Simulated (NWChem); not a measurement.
Everything below was run with NWChem. System: H3B, charge 0, spin multiplicity 1, at a geometry optimised with B3LYP/def2-SVP. The structure started from a generated list of species. Level: PBE0/def2-TZVP.

Part of the output:

```
             Northwest Computational Chemistry Package (NWChem) 7.3.0
             --------------------------------------------------------

                                NWChem Input Module
                                -------------------

 Scaling coordinates for geometry "geometry" by  1.889725989
 (inverse scale =  0.529177249)

 Turning off AUTOSYM since
 SYMMETRY directive was detected!

                             Geometry "geometry" -> ""
                             -------------------------

 Output coordinates in angstroms (scale by  1.889725989 to convert to a.u.)

  No.       Tag          Charge          X              Y              Z
 ---- ---------------- ---------- -------------- -------------- --------------
    1 B                    5.0000     0.00000000     0.00000000     0.00000000
    2 H                    1.0000     0.00000000     0.00000000     1.20439200
    3 H                    1.0000    -1.04303300     0.00000000    -0.60219500
    4 H                    1.0000     1.04303300     0.00000000    -0.60219500

 Effective nuclear repulsion energy (a.u.)       7.3516160856

            Nuclear Dipole moment (a.u.)
            ----------------------------
        X                 Y               Z
 ---------------- ---------------- ----------------
     0.0000000000     0.0000000000     0.0000037795

      Symmetry information
      --------------------

 Group name             C2v
 Group number             16
 Group order               4
 No. of unique centers     3

      Symmetry unique atoms

     1    2    3


 Summary of "ao basis" -> "" (spherical)
 ------------------------------------------------------------------------------
       Tag                 Description            Shells   Functions and Types
 ---------------- ------------------------------  ------  ---------------------
 *                         def2-tzvp                  on all atoms

                                 NWChem DFT Module
                                 -----------------

 Summary of "ao basis" -> "ao basis" (spherical)
 ------------------------------------------------------------------------------
       Tag                 Description            Shells   Functions and Types
 ---------------- ------------------------------  ------  ---------------------
 B                         def2-tzvp                11       31   5s3p2d1f
 H                         def2-tzvp                 4        6   3s1p

 Summary of "ao basis" -> "ao basis" (spherical)
 ------------------------------------------------------------------------------
       Tag                 Description            Shells   Functions and Types
 ---------------- ------------------------------  ------  ---------------------
 B                         def2-tzvp                11       31   5s3p2d1f
 H                         def2-tzvp                 4        6   3s1p

      Symmetry analysis of basis
      --------------------------

        a1         23
        a2          4
        b1         13
        b2          9

            General Information
            -------------------
          SCF calculation type: DFT
          Wavefunction type:  closed shell.
          No. of atoms     :     4
          No. of electrons :     8
           Alpha electrons :     4
            Beta electrons :     4
          Charge           :     0
          Spin multiplicity:     1
          Use of symmetry is: on ; symmetry adaption is: on
          Maximum number of iterations: 100
          AO basis - number of functions:    49
                     number of shells:    23
          Convergence on energy requested:  1.00D-06
          Convergence on density requested:  1.00D-05
          Convergence on gradient requested:  5.00D-04

              XC Information
              --------------
                         PBE0 Method XC Functional
                     Hartree-Fock (Exact) Exchange  0.250
          PerdewBurkeErnzerhof Exchange Functional  0.750
            Perdew 1991 LDA Correlation Functional  1.000 local
           PerdewBurkeErnz. Correlation Functional  1.000 non-local

             Grid Information
             ----------------
          Grid used for XC integration:  medium
[...]
          Schwarz screening/accCoul:  1.00D-08

      Superposition of Atomic Density Guess
      -------------------------------------

 Sum of atomic energies:         -26.03414045

      Non-variational initial energy
      ------------------------------

 Total energy =     -26.234111
 1-e energy   =     -48.038936
 2-e energy   =      14.453208
 HOMO         =      -0.410392
 LUMO         =      -0.054225

      Symmetry analysis of molecular orbitals - initial
      -------------------------------------------------

  Numbering of irreducible representations:

     1 a1          2 a2          3 b1          4 b2

  Orbital symmetries:

     1 a1          2 a1          3 b1          4 a1          5 b2
     6 a1          7 b1          8 a1          9 a1         10 b2
    11 b1         12 a1         13 b2         14 a2

------------------------------------------------------------
EAF file 0: "./mol.aoints.0" size=524288 bytes
------------------------------------------------------------
               write      read    awrite     aread      wait
               -----      ----    ------     -----      ----
     calls:        1         0         0         0         0
   data(b): 5.24e+05  0.00e+00  0.00e+00  0.00e+00
   time(s): 0.00e+00  0.00e+00  0.00e+00  0.00e+00  0.00e+00
rate(mb/s): 0.00e+00  0.00e+00
------------------------------------------------------------

   convergence    iter        energy       DeltaE   RMS-Dens  Diis-err    time
 ---------------- ----- ----------------- --------- --------- ---------  ------
 d= 0,ls=0.0,diis     1    -26.5534391456 -3.39D+01  4.47D-03  7.59D-02     0.3
 d= 0,ls=0.0,diis     2    -26.5636681563 -1.02D-02  1.76D-03  1.13D-02     0.3
 d= 0,ls=0.0,diis     3    -26.5654505083 -1.78D-03  4.32D-04  1.19D-03     0.3
 d= 0,ls=0.0,diis     4    -26.5656467987 -1.96D-04  2.05D-05  6.46D-07     0.4
 d= 0,ls=0.0,diis     5    -26.5656469774 -1.79D-07  2.59D-06  9.62D-09     0.4

         Total DFT energy =      -26.565646977407
      One electron energy =      -48.958993665726
           Coulomb energy =       20.116480790009
    Exchange-Corr. energy =       -5.074750187301
 Nuclear repulsion energy =        7.351616085611

 Numeric. integr. density =        7.999999239284

     Total iterative time =      0.3s

                  Occupations of the irreducible representations
                  ----------------------------------------------

                     irrep           alpha         beta
                     --------     --------     --------
                     a1                3.0          3.0
                     a2                0.0          0.0
                     b1                1.0          1.0
                     b2                0.0          0.0

                       DFT Final Molecular Orbital Analysis
                       ------------------------------------

 Vector    2  Occ=2.000000D+00  E=-5.292596D-01  Symmetry=a1
              MO Center= -9.2D-15,  8.5D-16,  1.2D-06, r^2= 1.4D+00
   Bfn.  Coefficient  Atom+Function         Bfn.  Coefficient  Atom+Function
  ----- ------------  ---------------      ----- ------------  ---------------
     3      0.331438  1 B  s                  4      0.319059  1 B  s
     2     -0.191764  1 B  s                 33      0.127843  2 H  s
    39      0.127842  3 H  s                 45      0.127842  4 H  s
     1     -0.097623  1 B  s                 32      0.094093  2 H  s
    38      0.094092  3 H  s                 44      0.094092  4 H  s

 Vector    3  Occ=2.000000D+00  E=-3.634033D-01  Symmetry=a1
              MO Center= -7.8D-18,  2.2D-31,  3.4D-01, r^2= 1.6D+00
   Bfn.  Coefficient  Atom+Function         Bfn.  Coefficient  Atom+Function
  ----- ------------  ---------------      ----- ------------  ---------------
     8      0.315941  1 B  pz                33      0.253332  2 H  s
    11      0.220710  1 B  pz                32      0.167181  2 H  s
    34      0.149509  2 H  s                 39     -0.126666  3 H  s
    45     -0.126666  4 H  s                 38     -0.083591  3 H  s
    44     -0.083591  4 H  s                 40     -0.074754  3 H  s

 Vector    4  Occ=2.000000D+00  E=-3.634033D-01  Symmetry=b1
              MO Center=  9.0D-15, -1.8D-31, -3.4D-01, r^2= 1.6D+00
   Bfn.  Coefficient  Atom+Function         Bfn.  Coefficient  Atom+Function
  ----- ------------  ---------------      ----- ------------  ---------------
     6      0.315942  1 B  px                 9      0.220709  1 B  px
    39     -0.219391  3 H  s                 45      0.219391  4 H  s
    38     -0.144783  3 H  s                 44      0.144783  4 H  s
    40     -0.129478  3 H  s                 46      0.129478  4 H  s
    12      0.053156  1 B  px

 Vector    5  Occ=0.000000D+00  E=-7.217823D-02  Symmetry=b2
              MO Center= -4.2D-17,  2.7D-15,  4.9D-07, r^2= 2.4D+00
   Bfn.  Coefficient  Atom+Function         Bfn.  Coefficient  Atom+Function
  ----- ------------  ---------------      ----- ------------  ---------------
    13      0.446277  1 B  py                10      0.375294  1 B  py
     7      0.363332  1 B  py

 Vector    6  Occ=0.000000D+00  E= 7.450118D-02  Symmetry=a1
              MO Center=  9.9D-15, -7.7D-15,  1.6D-06, r^2= 6.7D+00
   Bfn.  Coefficient  Atom+Function         Bfn.  Coefficient  Atom+Function
  ----- ------------  ---------------      ----- ------------  ---------------
     5      2.823253  1 B  s                  4     -1.912143  1 B  s
    34     -0.372178  2 H  s                 40     -0.372181  3 H  s
    46     -0.372181  4 H  s                 33      0.132266  2 H  s
    39      0.132267  3 H  s                 45      0.132267  4 H  s
     2      0.098394  1 B  s                  3      0.072582  1 B  s

 Vector    7  Occ=0.000000D+00  E= 1.060881D-01  Symmetry=b1
              MO Center= -8.4D-15, -2.6D-30,  8.0D-01, r^2= 6.7D+00
   Bfn.  Coefficient  Atom+Function         Bfn.  Coefficient  Atom+Function
  ----- ------------  ---------------      ----- ------------  ---------------
    12      2.240941  1 B  px                40      1.452245  3 H  s
    46     -1.452245  4 H  s                  9     -0.230420  1 B  px
     6     -0.066816  1 B  px                38      0.064791  3 H  s
    44     -0.064791  4 H  s                 18     -0.047042  1 B  d  1
    39     -0.031765  3 H  s                 45      0.031765  4 H  s

 center of mass
 --------------
 x =   0.00000000 y =   0.00000000 z =   0.00000027

 moments of inertia (a.u.)
 ------------------
           7.830857142541           0.000000000000           0.000000000000
           0.000000000000          15.661706915986           0.000000000000
           0.000000000000           0.000000000000           7.830849773444

     Multipole analysis of the density
     ---------------------------------

     L   x y z        total         alpha         beta         nuclear
     -   - - -        -----         -----         ----         -------
     0   0 0 0     -0.000000     -4.000000     -4.000000      8.000000

     1   1 0 0     -0.000000     -0.000000     -0.000000      0.000000
     1   0 1 0     -0.000000     -0.000000     -0.000000      0.000000
     1   0 0 1     -0.000003     -0.000003     -0.000003      0.000004

     2   2 0 0     -6.941788     -7.355918     -7.355918      7.770049
     2   1 1 0     -0.000000     -0.000000     -0.000000      0.000000
     2   1 0 1      0.000000      0.000000      0.000000      0.000000
     2   0 2 0     -5.369344     -2.684672     -2.684672      0.000000
     2   0 1 1     -0.000000     -0.000000     -0.000000      0.000000
     2   0 0 2     -6.941791     -7.355924     -7.355924      7.770056

 Task  times  cpu:        0.4s     wall:        0.4s

 Total times  cpu:        0.4s     wall:        0.4s
```

Write an NWChem input that would produce this output.

This is not unique; one that fits is 
```
start mol
memory heap 200 mb stack 900 mb global 1100 mb
geometry units angstroms nocenter noautoz
  B      0.000000     0.000000    -0.000000
  H      0.000000     0.000000     1.204392
  H     -1.043033     0.000000    -0.602195
  H      1.043033     0.000000    -0.602195
  symmetry group C2v
end
basis spherical
  * library def2-tzvp
end
dft
  xc pbe0
  semidirect memsize 60000000 filesize 0
  iterations 100
end
task dft energy
```
